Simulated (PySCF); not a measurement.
Species: PbMe4, C4H12Pb.
Bonds: Pb1–C2, Pb1–C6, Pb1–C10, Pb1–C14. Hydrogens: H3, H4, H5 on C2; H7, H8, H9 on C6; H11, H12, H13 on C10; H15, H16, H17 on C14.

Computed by this run: PBE0-D3(BJ)/def2-SVP geometry optimisation, gas phase, def2 core potentials past Kr in PySCF; density fitting, grid level 1; the optimiser is geomeTRIC in internal coordinates, started from a GFN2-xTB structure with every atom displaced at random (about 0.03 Å).

The end geometry, which sets the zero of energy:
```
atom  x, y, z in Å
Pb1    -0.0057    0.0016    0.0024
C2      0.0020   -0.0255    2.2449
H3     -1.0265    0.0697    2.6189
H4      0.6054    0.8128    2.6191
H5      0.4331   -0.9722    2.5983
C6      2.1089    0.0093   -0.7410
H7      2.1146   -0.0964   -1.8346
H8      2.6587   -0.8289   -0.2913
H9      2.5947    0.9547   -0.4631
C10    -1.0625    1.8412   -0.7241
H11    -0.9437    1.9267   -1.8129
H12    -0.6307    2.7267   -0.2382
H13    -2.1309    1.7734   -0.4779
C14    -1.0571   -1.8243   -0.7664
H15    -2.0486   -1.8999   -0.2992
H16    -0.4682   -2.7178   -0.5181
H17    -1.1721   -1.7519   -1.8565
```

Question: These geometries come from the run, each turned onto the end geometry. Order them by energy, lowest first.
A.
```
atom  x, y, z in Å
Pb1     0.0272   -0.0344    0.0019
C2     -0.0320   -0.0035    2.2353
H3     -1.0699    0.1009    2.5656
H4      0.5876    0.8240    2.5921
H5      0.4013   -0.9447    2.6054
C6      2.1142    0.0425   -0.7716
H7      2.1288   -0.0721   -1.8642
H8      2.6985   -0.7771   -0.3237
H9      2.5732    0.9933   -0.4699
C10    -1.0175    1.7640   -0.6812
H11    -0.8973    1.8499   -1.7731
H12    -0.5806    2.6436   -0.1885
H13    -2.0901    1.6972   -0.4598
C14    -1.1024   -1.8047   -0.7569
H15    -2.0866   -1.8823   -0.2778
H16    -0.4912   -2.6906   -0.5273
H17    -1.1917   -1.7066   -1.8460
```
B.
```
atom  x, y, z in Å
Pb1     0.0177   -0.0273    0.0041
C2     -0.0096   -0.0212    2.2495
H3     -1.0470    0.0866    2.5936
H4      0.5927    0.8219    2.6193
H5      0.4097   -0.9619    2.6328
C6      2.1263    0.0197   -0.7574
H7      2.1266   -0.0807   -1.8514
H8      2.7034   -0.8029   -0.3136
H9      2.5833    0.9784   -0.4766
C10    -1.0453    1.8221   -0.7121
H11    -0.9239    1.9199   -1.8002
H12    -0.6192    2.7070   -0.2196
H13    -2.1148    1.7484   -0.4698
C14    -1.0750   -1.8326   -0.7638
H15    -2.0630   -1.8932   -0.2859
H16    -0.4975   -2.7395   -0.5361
H17    -1.1929   -1.7455   -1.8526
```
C.
```
atom  x, y, z in Å
Pb1     0.0266   -0.0384    0.0064
C2     -0.0128   -0.0229    2.2512
H3     -1.0484    0.0852    2.5886
H4      0.5906    0.8105    2.6153
H5      0.4110   -0.9637    2.6352
C6      2.1297    0.0205   -0.7607
H7      2.1349   -0.0837   -1.8563
H8      2.7106   -0.7996   -0.3156
H9      2.5846    0.9774   -0.4730
C10    -1.0500    1.8296   -0.7117
H11    -0.9303    1.9273   -1.8028
H12    -0.6241    2.7157   -0.2210
H13    -2.1160    1.7604   -0.4774
C14    -1.0812   -1.8355   -0.7590
H15    -2.0717   -1.9000   -0.2781
H16    -0.4934   -2.7389   -0.5337
H17    -1.1889   -1.7446   -1.8471
```
D.
```
atom  x, y, z in Å
Pb1     0.0639   -0.0755    0.0095
C2     -0.0235   -0.0301    2.2897
H3     -1.0849    0.0572    2.6254
H4      0.6699    0.8252    2.6588
H5      0.4180   -0.9600    2.6236
C6      2.1607    0.0161   -0.7781
H7      2.2022   -0.1218   -1.8448
H8      2.7623   -0.8013   -0.3362
H9      2.6473    0.9511   -0.4539
C10    -1.0895    1.8790   -0.7184
H11    -0.9900    1.9687   -1.7926
H12    -0.6432    2.7598   -0.2451
H13    -2.2176    1.8463   -0.5361
C14    -1.1338   -1.8616   -0.7573
H15    -2.0690   -1.9805   -0.3095
H16    -0.5012   -2.7062   -0.5184
H17    -1.2001   -1.7671   -1.8564
```

Answer: B (0.003 eV), C (0.014 eV), A (0.056 eV), D (0.412 eV).

In the order of the answer:

```
step  E above end (eV)  largest force (eV/Å)  rms force component (eV/Å)  rms distance from end (Å)  rms bond change (Å)  bond most changed (Å)
   3             0.003                  0.14                       0.029                      0.031                0.002         Pb1–C10 +0.008
   2             0.014                  0.46                       0.118                      0.033                0.008         Pb1–C10 +0.030
   1             0.056                  0.68                       0.169                      0.065                0.014         Pb1–C10 -0.053
   0             0.412                  2.73                       0.765                      0.074                0.046         Pb1–C10 +0.141
```

What follows is the cost of the whole optimisation. Time: 90 s wall; peak memory 0.62 GiB. Hardware: Arm Neoverse V1, one thread, shared host with 32 logical CPUs at a one-minute load of 25.
